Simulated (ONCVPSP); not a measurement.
What one change does to a pseudopotential (copper, ONCV)

* Element: Cu
* Generator: ONCVPSP 4.0.1
* Type: optimised norm-conserving Vanderbilt (ONCV)
* Functional: PBE
* Relativity: scalar-relativistic
* Frozen core: [Ne]
* Valence charge: 19
* Reference configuration: 3s2 3p6 3d10 4p1
* Partial waves: 3s: rc 1.10 bohr, ncon 4, nbas 8, qcut 10.4 1/bohr, 2 projectors, debl 1.4 Ha; 3p+4p: rc 1.30 bohr, ncon 4, nbas 9, qcut 8.9 1/bohr, 2 projectors; 3d: rc 1.05 bohr, ncon 4, nbas 9, qcut 17.7 1/bohr, 2 projectors, debl 0.5 Ha
* Local potential: polynomial inside 0.90 bohr (lpopt 5, dvloc0 1 Ha)
* Core correction: none

In the s channel the program set the typed energies aside and used -4.293, 0.250 Ha.

Change: p: qcut 7.1.

Cutoffs: the cutoffs (Ha) at which the residual kinetic energy of the hardest occupied pseudo-wave falls to 1 and 0.1 mHa per electron; they do not see the model core or the augmentation charge, which bear on the density cutoff. Errors are all-electron minus pseudo energies relative to the spin-unpolarised reference configuration.

Predict the effect on cutoff, ghosts and configuration errors.

The potential gets harder (105 Ha and 121 Ha → 105 Ha and 163 Ha); the lowest positive-energy flag moves from p at 42.1 eV to none; of the 4 tests that both files solve, the error grows in 1 and shrinks in 0 by more than 15 % and 0.3 meV (median size 1.0 → 1.6 meV); neither file shows a bound ghost.

```tsv
quantity	base	changed
cutoff, loose	105 Ha	105 Ha
cutoff, tight	121 Ha	163 Ha
loose cutoff by channel	s 41 Ha, p 35 Ha, d 105 Ha	s 41 Ha, p 103 Ha, d 105 Ha
bound ghosts	none	none
GHOST(+) flags under 300 eV	p at 42.1 eV	none
error for 3s2 3p6 3d10 4s1 4p0, meV [ΔE -4.14 eV]	-0.5	-0.4
error for 3s2 3p6 3d10 4p0, meV [ΔE 4.01 eV]	+0.3	+0.2
error for 3s2 3p6 3d9 4p0, meV [ΔE 25.34 eV]	-1.6	-2.8
error for 3s1 3p6 3d10 4s1 4p0, meV [ΔE 118.10 eV]	-34	-37
s: phases at 1.12 bohr within 0.05 rad from the reference energy up to (Ha; the scan ends near 5)	to the end of the scan	to the end of the scan
p: phases at 1.32 bohr within 0.05 rad from the reference energy up to (Ha; the scan ends near 5)	1.1	1.6
d: phases at 1.06 bohr within 0.05 rad from the reference energy up to (Ha; the scan ends near 5)	to the end of the scan	to the end of the scan
```
